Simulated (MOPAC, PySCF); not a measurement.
H₃GaO₃, SMILES `[Ga]([OH])([OH])[OH]`, neutral singlet in the gas phase. 

Cartesian coordinates (Å):
```xyz
7

O      1.7569     0.2244     0.1054
Ga     0.0000     0.0000    -0.0001
O     -0.6940    -1.6297     0.1038
O     -1.0629     1.4052    -0.2091
H      2.2365    -0.5995     0.2177
H     -1.6515    -1.6370     0.0355
H     -0.5851     2.2366    -0.2532
```
Charge 0, spin multiplicity 1.

All levels are single points at this geometry (PBE0-D3(BJ)/def2-TZVP); Pople sets use spherical d functions. Orbital energies aren't observables, and empty levels follow the basis.

```csv
level,HOMO (eV),LUMO (eV),gap (eV),dipole (D),"vertical IE, Delta-SCF (eV)"
PBE-D3(BJ)/def2-TZVP in PySCF,-7.21,-1.84,5.38,0.00,–
TPSSh-D3(BJ)/def2-TZVP in PySCF,-7.98,-1.26,6.73,0.00,–
B3LYP/3-21G in PySCF,-7.52,-0.84,6.68,0.00,–
B3LYP/6-311+G** (LANL2DZ on Ga) in PySCF,-8.85,-1.20,7.65,0.00,–
B3LYP/6-31G* in PySCF,-8.32,-1.22,7.10,0.00,10.97
B3LYP/LANL2DZ in PySCF,-8.59,-1.03,7.56,0.00,–
M06-2X/6-31G* in PySCF,-10.40,-0.16,10.24,0.00,–
HF/3-21G in PySCF,-12.68,2.69,15.36,0.00,–
HF/6-31G* in PySCF,-13.29,2.11,15.40,0.00,–
HF/STO-3G in PySCF,-7.94,6.85,14.79,0.00,–
AM1 in MOPAC,-11.91,-2.06,9.85,0.00,–
PM3 in MOPAC,-11.36,-1.82,9.53,0.00,–
PM7 in MOPAC,-12.17,-0.59,11.58,0.00,–
```
